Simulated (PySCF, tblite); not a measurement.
Isomers of C5H4ClF2O (doublet state), one GFN2-xTB conformer each. Single-point energies are computed at B3LYP/pcH-1 (PySCF, gas phase, no added dispersion term), electronic only. GFN2-xTB treats the open shell by occupation alone, and not every SCF solution was tested for stability.

```tsv
SMILES	GFN2-xTB relative energy (kJ/mol)
F[C@@H]1OC=[C]C[C@]1(F)Cl	71.4
F[C@@H]1O[C]=CC[C@]1(F)Cl	68.3
F[C]1OC=CC[C@@]1(F)Cl	0.0
```

Conformers: `[F:1][C@@H:2]1[O:3][CH:4]=[C:5][CH2:6][C@:7]1([F:8])[Cl:9]` (doublet state) with F1–C2–O3–C4 -78°, C2–O3–C4–C5 -11°, C4–C5–C6–C7 -15°, C5–C6–C7–F8 -77°; `[F:1][C@@H:2]1[O:3][C:4]=[CH:5][CH2:6][C@:7]1([F:8])[Cl:9]` (doublet state) with F1–C2–O3–C4 -71°, C2–O3–C4–C5 -17°, C4–C5–C6–C7 -2°, C5–C6–C7–F8 -85°; `[F:1][C:2]1[O:3][CH:4]=[CH:5][CH2:6][C@@:7]1([F:8])[Cl:9]` (doublet state) with F1–C2–O3–C4 -168°, C2–O3–C4–C5 -2°, C4–C5–C6–C7 22°, C5–C6–C7–F8 87°.

Task: What does B3LYP/pcH-1 give for the same structures?

Result: 
| SMILES | B3LYP/pcH-1 E (Eh) | B3LYP/pcH-1 (kJ/mol) | GFN2-xTB (kJ/mol) | point group |
| --- | --- | --- | --- | --- |
| F[C]1OC=CC[C@@]1(F)Cl | -927.97937 | 0.0 | 0.0 | C1 |
| F[C@@H]1OC=[C]C[C@]1(F)Cl | -927.95837 | 55.1 | 71.4 | C1 |
| F[C@@H]1O[C]=CC[C@]1(F)Cl | -927.95724 | 58.1 | 68.3 | C1 |

Both levels put the same isomer lowest; measured from each level's own lowest isomer, the values differ by up to 16.3 kJ/mol (F[C@@H]1OC=[C]C[C@]1(F)Cl: 71.4 against 55.1). Neighbours under 21 kJ/mol apart (F[C@@H]1OC=[C]C[C@]1(F)Cl and F[C@@H]1O[C]=CC[C@]1(F)Cl) can change places with a better method, another conformer or zero-point energy.

Task: What happens when harmonic zero-point energies from GFN2-xTB frequencies are added?

Result: 
| SMILES | ZPE (kJ/mol) | electronic (kJ/mol) | with ZPE (kJ/mol) |
| --- | --- | --- | --- |
| F[C]1OC=CC[C@@]1(F)Cl | 208.9 | 0.0 | 0.0 |
| F[C@@H]1OC=[C]C[C@]1(F)Cl | 209.5 | 55.1 | 55.8 |
| F[C@@H]1O[C]=CC[C@]1(F)Cl | 209.7 | 58.1 | 58.9 |

The zero-point energies span 0.8 kJ/mol. The order is unchanged.
